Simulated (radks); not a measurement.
The numbers below are computed, except where a source is named.
Species: W. Configuration: [Xe] 4f14 5d4 6s2 (the NIST ground configuration). Code: a radial shooting solver on a logarithmic mesh with Libxc functionals. Model: Dirac Kohn-Sham, PBE, spin-unpolarised, spherical densities, point nucleus; open shells fill j = l - 1/2 first. Some entries of the table are withheld. Estimate them.

| orbital | occ. | eigenvalue (hartree) | <r^2> (bohr^2) |
|---|---|---|---|
| 1s1/2 | 2 | -2550.377 | 0.0004628 |
| 2s1/2 | 2 | -439.8596 | 0.007060 |
| 2p1/2 | 2 | -420.5769 | 0.005042 |
| 2p3/2 | 4 | -370.8593 | 0.006243 |
| 3s1/2 | 2 | -101.2789 | (1) |
| 3p1/2 | 2 | -92.70221 | 0.04232 |
| 3p3/2 | 4 | -81.95128 | 0.04891 |
| 3d3/2 | 4 | (2) | 0.03792 |
| 3d5/2 | 6 | (3) | 0.03973 |
| 4s1/2 | 2 | -20.87592 | 0.2282 |
| 4p1/2 | 2 | -17.32048 | 0.2355 |
| 4p3/2 | 4 | -14.82914 | 0.2709 |
| 4d3/2 | 4 | -8.99565 | (4) |
| 4d5/2 | 6 | -8.53669 | (5) |
| 5s1/2 | 2 | -2.88006 | 1.284 |
| 5p1/2 | 2 | -1.82974 | 1.576 |
| 5p3/2 | 4 | -1.47010 | 1.873 |
| 4f5/2 | 6 | -1.24156 | (6) |
| 4f7/2 | 8 | -1.15937 | (7) |
| 6s1/2 | 2 | -0.20594 | 11.70 |
| 5d3/2 | 4 | -0.17074 | 5.118 |
| 5d5/2 | 0 | -0.14460 | 5.690 |

Answer. 
(1) 3s1/2 <r^2> (bohr^2): 0.04612
(2) 3d3/2 eigenvalue (hartree): -67.53216
(3) 3d5/2 eigenvalue (hartree): -65.19459
(4) 4d3/2 <r^2> (bohr^2): 0.2955
(5) 4d5/2 <r^2> (bohr^2): 0.3089
(6) 4f5/2 <r^2> (bohr^2): 0.4573
(7) 4f7/2 <r^2> (bohr^2): 0.4731
